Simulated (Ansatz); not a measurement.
Consider the cleavage of the Si–Si bond: `O=C1C[SiH]1[SiH2]O` + `CNC` → `CN(C)[SiH2]O` + `O=C1C[SiH2]1`.

Gas-phase electronic energies from Ansatz, PBE0-D4/def2-TZVP geometries. CCSD(T)/CBS is the MP2 limit (def2-TZVPP, def2-QZVPP) plus CCSD(T) − MP2 in def2-TZVPP, frozen cores. Functionals use def2-TZVPP. Each species was taken in one conformer, which may not be the lowest.

Question: Is it downhill or uphill in electronic energy at CCSD(T)/CBS, and by how much? (Estimate.)

Answer: Computed: Downhill: ΔE = -15.1 kcal/mol.

Question: What do these levels give: PBE-D4, ωB97M-V, PBE0, CCSD/def2-TZVPP, HF/def2-QZVPP, MP2/CBS(def2)? (An estimate is asked.)

Answer: Ansatz gave: PBE-D4 -10.7, ωB97M-V -16.3, PBE0 -11.6, CCSD/def2-TZVPP -15.7, HF/def2-QZVPP -16.9, MP2/CBS(def2) -17.0 kcal/mol.

Largest T1 diagnostic among the species: 0.017.

From PBE to PBE0 (25 % exact exchange), in def2-TZVPP and without D4, ΔE moves by −1.4 kcal/mol. The D4 term adds −0.9 kcal/mol with B3LYP and −0.4 kcal/mol with PBE0; it sums over pairs of atoms, weighted by their polarisabilities, and B3LYP, whose exchange is more repulsive, gets the larger term.

B3LYP here is the variant with VWN-RPA as its local correlation; programs differ in this.
